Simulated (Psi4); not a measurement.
Intermolecular potential of C2H2 ··· H4Si (SMILES C#C and [SiH4]). Monomers: optimised at B3LYP-D3(BJ) (def2-TZVP), held rigid. Orientation: lowest of the rigid-body minima from ten starts at GFN2-xTB. R is the distance of the centres of mass, along which the second monomer moves.

- MP2/aug-cc-pVDZ = DF-MP2/aug-cc-pVDZ, frozen core, counterpoise-corrected in Psi4 1.11
- PBE/def2-TZVP, counterpoise-corrected (Psi4)
- B3LYP-D3(BJ)/def2-TZVP, counterpoise-corrected (Psi4)
- SAPT0/jun-cc-pVDZ, frozen core (Psi4)

Interaction energies in kJ/mol:

| R / Å | MP2/aug-cc-pVDZ | PBE/def2-TZVP | B3LYP-D3(BJ)/def2-TZVP |
|---|---|---|---|
| 3.98 | 16.59 | 14.87 | 12.89 |
| 4.14 | 9.19 | 8.70 | 6.37 |
| 4.37 | 3.57 | 3.89 | 1.59 |
| 4.55 | 1.48 | 2.00 | -0.06 |
| 4.72 | 0.48 | 1.01 | -0.74 |
| 4.98 | -0.13 | 0.30 | -0.98 |
| 5.24 | -0.29 | 0.06 | -0.83 |
| 5.58 | -0.28 | 0.01 | -0.55 |
| 6.02 | -0.20 | 0.05 | -0.30 |
| 6.79 | -0.09 | 0.08 | -0.12 |
| 7.78 | -0.03 | 0.05 | -0.05 |
| 9.05 | -0.01 | 0.02 | -0.02 |

Estimate the SAPT0/jun-cc-pVDZ values at these points.

3.98: 19.17; 4.14: 11.72; 4.37: 5.70; 4.55: 3.21; 4.72: 1.87; 4.98: 0.84; 5.24: 0.40; 5.58: 0.17; 6.02: 0.07; 6.79: 0.03; 7.78: 0.01; 9.05: 0.01 (kJ/mol).
